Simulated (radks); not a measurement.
Q: The mean radii <r> (bohr) of the occupied orbitals of an atom or ion are listed with their occupations. Method: Dirac Kohn-Sham, relativistic LDA (MacDonald-Vosko exchange, VWN5 correlation), spin-unpolarised, spherical densities, finite nucleus; Fermi nuclear charge, rms radius of each element as measured or else 0.836 A^(1/3) + 0.57 fm; computed with a radial shooting solver on a logarithmic mesh with Libxc functionals.

orbital  occ.      <r>
1s1/2       2  0.03622
2s1/2       2   0.1581
2p1/2       2   0.1347
2p3/2       4   0.1392
3s1/2       2   0.4409
3p1/2       2   0.4348
3p3/2       4   0.4448
3d3/2       4   0.4216
3d5/2       6   0.4249
4s1/2       1    1.005

Name the element and its charge. Open shells, if any, fill j = l - 1/2 first.

A: Z = 41, niobium, charge +12: Nb12+ in [Ar] 3d10 4s1. The 1s radius gives Z: for a bare nucleus <r> = (2 gamma + 1)/(2Z) with gamma = sqrt(1 - (Z/c)^2), 0.03547 bohr for Z = 41, and screening makes it slightly larger (0.03622 here). The occupations add up to 29, and the charge is Z minus that.
